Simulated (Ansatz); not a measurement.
`C=[CH][GaH][Cl]` + `BS` → `B[S][GaH][Cl]` + ethylene at 700 K and 1 bar (ligand exchange at a Ga–C bond).

Calculated with Ansatz (gas phase, PBE0-D4/def2-TZVP geometries, no zero-point term in ΔE). CCSD(T)/CBS is the MP2 limit (def2-TZVPP, def2-QZVPP) plus CCSD(T) − MP2 in def2-TZVPP, frozen cores. This one scheme is used for every species. For Ga outer-core shells are correlated without core-valence functions, which leaves a few kJ/mol of doubt a bond. Scalar relativity is left out up to krypton. One conformer a species, not always the lowest.

```tsv
species	CCSD(T)/CBS energy (Eh)	H − E (kJ/mol)	S (J/(mol·K))
`C=[CH][GaH][Cl]`	-2462.25636	194.4	427.6
`BS`	-424.38198	115.9	297.3
`B[S][GaH][Cl]`	-2808.18728	146.8	444.3
`C=C`	-78.48111	168.9	268.4
```

H − E and S are ideal-gas, rigid-rotor, harmonic terms from PBE0-D4/def2-TZVP, for one conformer and one mirror image of each species. 1 Eh = 2625.50 kJ/mol, R = 8.31446 J/(mol·K).

Task: By hand: ΔE, ΔH, ΔS and ΔG.

Result: ΔE = (-2808.18728) + (-78.48111) − (-2462.25636) − (-424.38198) = -0.03005 Eh = -78.9 kJ/mol. Δ(H − E) = 146.8 + 168.9 − 194.4 − 115.9 = 5.4, so ΔH = -73.5 kJ/mol. ΔS = 444.3 + 268.4 − 427.6 − 297.3 = -12.2 J/(mol·K). ΔG = -73.5 − 700 × (-12.2)/1000 = -65.0 kJ/mol.

Task: By hand: the equilibrium constant, and the temperature at which ΔG would vanish if ΔH and ΔS stayed fixed.

Result: log₁₀ K = −ΔG/(RT ln 10) = 4.9. ΔG = 0 at ΔH/ΔS = 6025 K, far beyond where these terms or the molecules hold.

The number of gas molecules stays the same, so ΔS is small and ΔH decides. A doubt of 5 kJ/mol in ΔE shifts log₁₀ K by 0.4 here. Other conformers and mirror images would add mixing entropy, several J/(mol·K) or more a flexible species. Modes under 60 cm⁻¹, often nearly free rotors, make the harmonic entropy too high. These are equilibria of isolated gas molecules and say nothing of rates. Largest T1 diagnostic: 0.015 (customary marks: 0.02 for closed shells, 0.045 for open ones).
